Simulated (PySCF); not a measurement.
# Solvent effects on NMR parameters

Atom-mapped SMILES (the numbers label the heavy atoms): `[F:1][C:2]1=[CH:3][C@@H:4]([C:5]([F:6])=[C:7]([F:8])[F:9])[O:10][CH2:11]1`. Each H is labelled by its parent atom. Ha(C11) is cis to C5 on the ring; Hb(C11) is trans to C5 on the ring.

GIAO PBE0/pcSseg-1 in PySCF 2.14 on one PBE0-D3(BJ)/def2-SVP conformer, non-relativistic, equivalent nuclei averaged. Solvents enter as an IEF-PCM continuum (chloroform with ε = 4.7, acetone with ε = 20.5) around the gas-phase geometry. Shifts are referred to CFCl3, TMS computed in the same medium.

In chloroform, δ in ppm: F9 -96.9, F8 -114.3, F1 -133.8, F6 -180.3, C2 170.6, C7 164.6, C5 139.1, C3 104.6, C4 84.0, C11 71.4, H(C4) 5.57, H(C3) 5.36, Ha(C11) 4.66, Hb(C11) 4.65. Dipole moment 1.68 D.

Question: How does each δ change in the more polar medium?

Answer: 
```json
{"atoms": "F9", "environment": "vinylic fluorine", "Δδ, acetone": "0.0"}
{"atoms": "F8", "environment": "vinylic fluorine", "Δδ, acetone": "+0.3"}
{"atoms": "F1", "environment": "vinylic fluorine", "Δδ, acetone": "-0.5"}
{"atoms": "F6", "environment": "vinylic fluorine", "Δδ, acetone": "+0.3"}
{"atoms": "C2", "environment": "fully substituted alkene carbon", "Δδ, acetone": "+0.3"}
{"atoms": "C7", "environment": "fully substituted alkene carbon", "Δδ, acetone": "+0.2"}
{"atoms": "C5", "environment": "fully substituted alkene carbon", "Δδ, acetone": "+0.5"}
{"atoms": "C3", "environment": "alkene CH", "Δδ, acetone": "+0.4"}
{"atoms": "C4", "environment": "allylic sp3 CH bonded to O", "Δδ, acetone": "+0.3"}
{"atoms": "C11", "environment": "allylic sp3 CH2 bonded to O", "Δδ, acetone": "+0.2"}
{"atoms": "H(C4)", "environment": "hydrogen on an allylic sp3 CH bonded to O", "Δδ, acetone": "+0.05"}
{"atoms": "H(C3)", "environment": "hydrogen on an alkene CH", "Δδ, acetone": "+0.07"}
{"atoms": "Ha(C11)", "environment": "hydrogen on an allylic sp3 CH2 bonded to O", "Δδ, acetone": "+0.02"}
{"atoms": "Hb(C11)", "environment": "hydrogen on an allylic sp3 CH2 bonded to O", "Δδ, acetone": "+0.04"}
```

Changes are relative to chloroform. The dipole moment becomes 1.76 D in acetone.

Question: Which nuclei move most (in ppm), and what does the model miss?

Answer: F1 (vinylic fluorine, -0.5 ppm) and C5 (fully substituted alkene carbon, +0.5 ppm) and C3 (alkene CH, +0.4 ppm) in acetone. A continuum only polarises the solute; specific hydrogen bonds, the anisotropy of aromatic solvents and changes of geometry or conformer are outside it.
